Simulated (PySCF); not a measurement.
Gas-phase XPS of BeMe(vinyl), computed

BeMe(vinyl), C₃H₆Be.
Cartesian coordinates in Å at the PBE0-D3(BJ)/def2-SVP level; atoms count from 1:
```
atom  x, y, z in Å
Be1   -0.0873   -0.3318    0.3861
C2    -0.0851   -0.3128    2.0633
H3    -0.7465    0.4687    2.4778
H4     0.9206   -0.1335    2.4833
H5    -0.4340   -1.2737    2.4830
C6    -0.0906   -0.3448   -1.2896
C7     0.2002    0.7401   -2.0304
H8    -0.3350   -1.2511   -1.8666
H9     0.4604    1.7061   -1.5783
H10    0.1973    0.7329   -3.1286
```

Method used: delta-SCF UKS SCAN, pcX-2 on the ionised atom, pcseg-1 elsewhere, spin-free X2C in PySCF 2.14.0. Vertical ΔSCF values, vacuum level as zero.

Problem. What binding energy does each computed site have?

Solution. 
```tsv
atom(s)	bonded to	level	binding energy (eV)	above the level's lowest (eV)	count
Be1	2 C	Be 1s	119.73	0.00	1
C2	3 H and Be	C 1s	289.59	0.00	1
C6	C, H and Be	C 1s	289.62	+0.03	1
C7	C and 2 H	C 1s	290.47	+0.88	1
```

Lowest listed C 1s: C2, bonded to 3 H and Be. Highest, 0.88 eV above it: C7, bonded to C and 2 H. The values 289.59 and 289.62 eV lie too close for their order to be trusted.

Problem. What is the longest wavelength that can ionise C 1s of C7 vertically?

Solution. λ = hc/E = 12398.42 eV Å / 290.47 eV = 42.684 Å.

Geometry: PBE0-D3(BJ)/def2-SVP, one conformer, isolated molecule.
